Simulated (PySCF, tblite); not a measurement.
Species: C3H10Si2.
Atom-mapped SMILES: `[CH2:1]1[CH2:2][SiH2:3][SiH2:4][CH2:5]1` (hydrogens: H6, H7 on C1; H8, H9 on C2; H10, H11 on Si3; H12, H13 on Si4; H14, H15 on C5)

Computed with GFN2-xTB (tblite), gas phase: Langevin dynamics at 400 K from the optimised GFN2-xTB geometry, time step 0.5 fs, friction 0.01 fs⁻¹, 2000 steps. Over the second half of the run the saved frames average 381 K.

Frame at 250 fs, instantaneous temperature 282 K:
```
atom  x, y, z in Å
C1     -0.025   -1.219   -0.287
C2     -1.448   -0.824   -0.068
Si3    -1.803    1.104   -0.624
Si4     0.447    1.644   -0.141
C5      0.906   -0.172    0.335
H6      0.224   -1.350   -1.364
H7      0.020   -2.255    0.156
H8     -1.767   -0.881    0.953
H9     -2.046   -1.425   -0.729
H10    -2.334    1.103   -1.982
H11    -2.705    1.561    0.424
H12     0.350    2.555    1.031
H13     1.307    2.047   -1.260
H14     0.754   -0.217    1.438
H15     1.956   -0.438    0.247
```

Frame at 425 fs, instantaneous temperature 329 K:
```
atom  x, y, z in Å
C1     -0.247   -1.240   -0.051
C2     -1.611   -0.568   -0.002
Si3    -1.548    1.255   -0.661
Si4     0.607    1.585    0.113
C5      0.838   -0.292    0.665
H6      0.067   -1.343   -1.094
H7     -0.380   -2.224    0.378
H8     -1.858   -0.493    1.127
H9     -2.404   -1.118   -0.458
H10    -1.834    1.200   -2.099
H11    -2.813    1.978   -0.091
H12     0.615    2.267    1.402
H13     1.855    1.915   -0.669
H14     0.624   -0.300    1.746
H15     1.776   -0.723    0.339
```

Frame at 625 fs, instantaneous temperature 452 K:
```
atom  x, y, z in Å
C1     -0.322   -0.676    0.064
C2     -1.774   -0.147   -0.094
Si3    -1.842    1.641   -0.783
Si4     0.285    2.128    0.129
C5      0.333    0.333    0.993
H6      0.155   -0.739   -0.919
H7     -0.304   -1.731    0.353
H8     -2.268   -0.124    0.896
H9     -2.364   -0.883   -0.580
H10    -2.049    1.822   -2.156
H11    -3.010    2.167   -0.054
H12     0.410    3.243    1.032
H13     1.462    2.109   -0.728
H14    -0.255    0.364    1.950
H15     1.395    0.212    1.286
```

Frame at 800 fs, instantaneous temperature 497 K:
```
atom  x, y, z in Å
C1     -0.091   -0.508    0.805
C2     -1.554   -0.623    0.432
Si3    -1.823    0.877   -0.781
Si4    -0.433    2.304    0.284
C5      0.289    0.897    1.327
H6      0.546   -0.761   -0.090
H7      0.012   -1.430    1.468
H8     -2.153   -0.647    1.418
H9     -1.696   -1.508   -0.172
H10    -1.464    0.463   -2.157
H11    -3.187    1.353   -0.827
H12    -1.073    3.306    1.182
H13     0.519    3.028   -0.556
H14     0.183    1.083    2.415
H15     1.403    0.965    1.298
```

Frame at 1000 fs, instantaneous temperature 412 K:
```
atom  x, y, z in Å
C1      0.544    0.132    1.077
C2     -0.775   -0.510    0.665
Si3    -1.517    0.620   -0.678
Si4    -0.491    2.556    0.046
C5      0.409    1.555    1.446
H6      1.205    0.086    0.205
H7      0.998   -0.631    1.713
H8     -1.495   -0.404    1.462
H9     -0.604   -1.555    0.428
H10    -1.449    0.374   -2.129
H11    -3.023    0.392   -0.527
H12    -1.311    3.583    0.679
H13     0.586    3.030   -0.902
H14    -0.241    1.622    2.373
H15     1.429    2.024    1.712
```

Question: What do single points at PBE0/pcSseg-1 (PySCF, gas phase) give on these frames?

Answer: 
| t (fs) | GFN2-xTB E above start (eV) | DFT E above lowest frame (eV) | HOMO (eV) | LUMO (eV) | dipole (D) |
| --- | --- | --- | --- | --- | --- |
| 250 | 0.53 | 0.00 | -7.16 | 0.01 | 0.35 |
| 425 | 0.52 | 0.08 | -7.80 | -0.23 | 0.38 |
| 625 | 0.50 | 0.02 | -7.44 | 0.07 | 0.43 |
| 800 | 0.63 | 0.07 | -7.55 | 0.05 | 0.94 |
| 1000 | 0.57 | 0.07 | -7.51 | -0.19 | 0.93 |

The two levels order the frames alike by energy but for pairs within 0.08 eV at one level; measured from each level's lowest frame they differ by 0.06 eV at most. The HOMO–LUMO gap runs from 7.17 to 7.60 eV. These are instantaneous structures, not minima.

Question: And the isotropic GIAO shieldings (ppm) from the same runs?

Answer: 
```csv
atom,250 fs,425 fs,625 fs,800 fs,1000 fs,mean,range
C1,155.0,154.7,160.1,152.6,161.1,156.7,8.5
C2,168.2,162.8,168.9,163.0,168.7,166.3,6.1
Si3,415.3,407.9,428.8,417.0,425.3,418.9,20.9
Si4,421.0,424.5,414.3,427.4,423.2,422.1,13.1
C5,168.6,164.6,166.3,178.4,168.9,169.4,13.8
H6,30.0,30.5,30.7,29.8,30.8,30.4,1.0
H7,28.3,29.4,29.4,27.6,29.1,28.8,1.8
H8,31.2,29.7,31.0,29.1,31.5,30.5,2.4
H9,30.0,30.4,30.7,29.8,30.0,30.2,0.9
H10,27.9,27.7,28.8,27.9,27.7,28.0,1.1
H11,28.0,26.5,27.9,28.0,27.2,27.5,1.5
H12,27.4,28.0,28.1,27.7,27.7,27.8,0.7
H13,27.7,27.2,28.0,28.0,27.3,27.6,0.8
H14,30.5,30.1,30.5,30.2,30.2,30.3,0.4
H15,30.2,29.8,29.6,29.7,28.5,29.6,1.7
```

What follows is the cost of the whole dynamics run. Time: 11 s; peak memory 0.18 GiB. Hardware: Arm Neoverse V1, one thread (shared host).
